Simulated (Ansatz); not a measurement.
Harmonic frequencies (cm⁻¹) at PBE0-D4/def2-TZVP from Ansatz: 150, 201, 210, 439, 627, 655, 834, 853, 930, 933, 958, 976, 1138, 1209, 1354, 1701, 2224, 2225, 2230, 3175, 3198.

**Question.** Which molecule is it?
A. `F/C=C/[SiH3]`
B. `F[SiH]1CC1`
C. `C=C=C=[N][AlH2]`
D. `BO[SiH2]S`

**Answer.** A.
